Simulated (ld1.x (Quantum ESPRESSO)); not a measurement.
Ce: variants of one TM semilocal potential

Base potential:

```
Element                 : cerium (Ce)
Generator               : ld1.x (Quantum ESPRESSO) 7.5
Type                    : norm-conserving Troullier–Martins (semilocal form)
Functional              : LDA (PZ)
Relativity              : scalar-relativistic
Frozen core             : [Kr] 4d10 5s2
Valence charge          : 10
Reference configuration : 4f1 5p6 5d1 6s1.5 6p0 (charge +0.5)
Partial waves           : 5p (bound): rc 2.80 bohr; 5d (bound): rc 2.40 bohr; 4f (bound): rc 1.65 bohr; 6s (bound): rc 3.20 bohr
Local potential         : the s channel
Core correction         : Bessel-smoothed model core inside 1.70 bohr
```

Cutoffs, loose and tight: the cutoffs (Ry, on a coarse ladder) from which the occupation-weighted sum of valence levels, in a spherical-Bessel basis at the reference potential, stays within 10 and 1 mRy of its value at 400 Ry. They do not see the model core or the augmentation charge, which bear on the density cutoff. Test errors are all-electron minus pseudo excitation energies from the reference, over the configurations 4f1 5p6 5d1 6s2 6p0; 4f1 5p6 5d1 6s1 6p0; 4f1 5p6 5d1 6s0 6p0; 4f2 5p6 5d0 6s2 6p0; 4f2 5p6 5d0 6s1 6p0; 4f2 5p6 5d1 6s0 6p0; 4f0 5p6 5d1 6s2 6p0 (two spin-polarised tests are not counted in the largest error). A dash means not determined; rows that change the core or the reference have their own tests. The largest error is taken over the tests solved by every variant that gives reliable tests at all: 4f1 5p6 5d1 6s0 6p0; 4f1 5p6 5d1 6s1 6p0; 4f1 5p6 5d1 6s2 6p0; 4f2 5p6 5d0 6s1 6p0; 4f2 5p6 5d0 6s2 6p0; 4f2 5p6 5d1 6s0 6p0.

A true bound ghost makes a file unfit for plane-wave use even where its test errors are small: the radial tests pick states by their node count and pass the ghost by. Where a test does run into it, the solver fails or the error is huge.

In the semilocal form every listed channel keeps its own potential, so the choice of the local channel does not act on these tests. It acts once the file is put into the separable form.

A semilocal file is local in each channel, so a ghost entry of none says nothing of the separable form that plane-wave codes build from it.

On the changes marked as counting shells twice: ld1.x takes every shell without a wave as core, so the model core holds the marked electrons as well and exchange and correlation see them twice. This cancels in the reference configuration, but the file is broken for other ones, and its errors say nothing about a proper core correction.

| change | outcome | cutoff, loose | cutoff, tight | bound ghosts | largest test error (meV) |
| --- | --- | --- | --- | --- | --- |
| base | generated | 120 Ry | 140 Ry | none | -217 |
| wave 5p (bound): rc 2.80 bohr becomes 5p (bound): rc 3.84 bohr | generated | 120 Ry | 140 Ry | none | -215 |
| core [Kr] 4d10, valence charge 12; reference 4f1 5s2 5p6 5d1 6s1.5 6p0; waves now 5p (bound): rc 2.60 bohr; 5d (bound): rc 2.85 bohr; 4f (bound): rc 1.05 bohr; 5s (bound): rc 2.35 bohr; core correction a·sin(br)/r model core inside 0.85 bohr (6s counted twice) | generated, misses its reference levels by 1.05 eV | 230 Ry | 300 Ry | none | -3943 |
| all radii but the core radius scaled by about 0.78 (s 2.50, p 2.18, d 1.88, f 1.28 bohr) | generated | 180 Ry | 230 Ry | s (extra level of the local part) | +116 |
| wave 6s (bound): rc 3.20 bohr becomes 6s (bound): rc 4.76 bohr | generated | 120 Ry | 140 Ry | none | -138 |
| core correction Bessel-smoothed model core inside 1.88 bohr | generated | 120 Ry | 140 Ry | none | -199 |
| functional PBEsol | generated | 120 Ry | 140 Ry | none | -218 |
| reference 4f2 5p6 5d0 6s2 6p0 | generated | 120 Ry | 160 Ry | none | no test is counted, since the test run did not reproduce the reference configuration |
| wave 5d (bound): rc 2.40 bohr becomes 5d (bound): rc 3.68 bohr | generated | 120 Ry | 140 Ry | none | -225 |
| local potential the p channel | generated | 120 Ry | 140 Ry | none | -217 |
| reference 4f1 5p6 5d0 6s0 6p0 | generated | 120 Ry | 140 Ry | p | +279 over the solved tests; 1 of 9 tests not solved or not reliable |
| core correction Bessel-smoothed model core inside 1.42 bohr | generated | 120 Ry | 140 Ry | none | -250 |

Task: What comes out with this change to the base: wave 4f (bound): rc 1.65 bohr becomes 4f (bound): rc 2.02 bohr?

Result: outcome: generated; cutoff, loose: 90 Ry; cutoff, tight: 100 Ry; bound ghosts: none; largest test error (meV): +204.
